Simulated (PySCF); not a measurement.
Run times: platinum in even-tempered 18s14p9d4f3g

Measured wall times of calculations with PySCF 2.14 in an uncontracted even-tempered set (18 s from 4.3 bohr⁻², ratio 2.5; 14 p from 5.6 bohr⁻², ratio 2.5; 9 d from 5.6 bohr⁻², ratio 2.5; 4 f from 23 bohr⁻², ratio 2.7; 3 g from 34 bohr⁻², ratio 2.7), with the spin-free X2C one-electron Hamiltonian (Gaussian nucleus), run from one Python driver. Hardware: 2 threads of Neoverse-V2 on a shared host, 2.6 GiB allowed. The two-electron integrals over 160 functions were computed once and kept in memory (1.2 CPU seconds with the set-up); the times below exclude them. Kohn-Sham runs start from converged Hartree-Fock orbitals.

Launch command (the driver calls PySCF for each step listed in the task file):

```bash
OMP_NUM_THREADS=2 python atomrun2.py TASK.json OUT
```

```tsv
species	step	iterations	wall time (s)
Pt⁴⁰⁺ [Kr] 4d2	UHF with spin-orbit constants	4	10
Pt⁴⁰⁺ [Kr] 4d2	LDA	5	1.5
Pt⁴⁰⁺ [Kr] 4d2	PBE	5	2
Pt⁴⁰⁺ [Kr] 4d2	PBE0	4	3.2
Pt⁴⁰⁺ [Kr] 4d2	MP2 (10 electrons)		2
Pt⁴¹⁺ [Kr] 4d1	UHF with spin-orbit constants	5	9.4
Pt⁴¹⁺ [Kr] 4d1	LDA	5	1.5
Pt⁴¹⁺ [Kr] 4d1	PBE	4	1.7
Pt⁴¹⁺ [Kr] 4d1	PBE0	4	3.2
Pt⁴¹⁺ [Kr] 4d1	r2SCAN	5	5
Pt⁴¹⁺ [Kr] 4d1	MP2 (9 electrons)		1.9
```

Task: Roughly how long does r2SCAN take for Pt⁴⁰⁺ [Kr] 4d2 here?

Result: About 5.1 s.

Peak memory of the process: 1 GiB. Times on a shared host vary from run to run.
